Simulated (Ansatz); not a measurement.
SnBi₂, relaxed as a singlet with RKS PBE0-D4/def2-SVP in Ansatz, starting from the GFN1-xTB geometry. Force threshold 0.02 eV/Å.

In the def2 sets Bi, Sn take a core potential; there is no spin–orbit coupling. The structure comes from a short search, and lower isomers may exist.

Start:

```
atom   x (Å)   y (Å)   z (Å)
 Bi1   0.766   1.199   2.305
 Bi2  -0.033  -0.046  -0.003
 Sn3  -0.732  -1.153  -2.303
```

(1) Estimate the energy that the relaxation releases and the steps that it takes.

(2) Does the start keep its bonding?

(3) Predict the relaxed structure.

Answers

(1) 2.47 eV, in 20 steps; 44 s on 4 threads of Arm Neoverse V2 on a shared host. The force fell under the threshold at step 4, but the optimiser went on and released 2.460 eV more. No frequencies were taken in this run, so the end may be a saddle point.

(2) Bonds formed: Bi1–Sn3 (atoms count from 1). The end is the same structure that another start reached, the lowest one found.

(3) 
```xyz
3

Bi    0.8189    1.1707    0.8173
Bi   -0.8591   -1.1119    0.8571
Sn    0.0402   -0.0588   -1.6744
```
Bond lengths (bridged metal pairs left out): 2 × Bi–Sn 2.89 Å; 1 × Bi–Bi 2.83 Å.
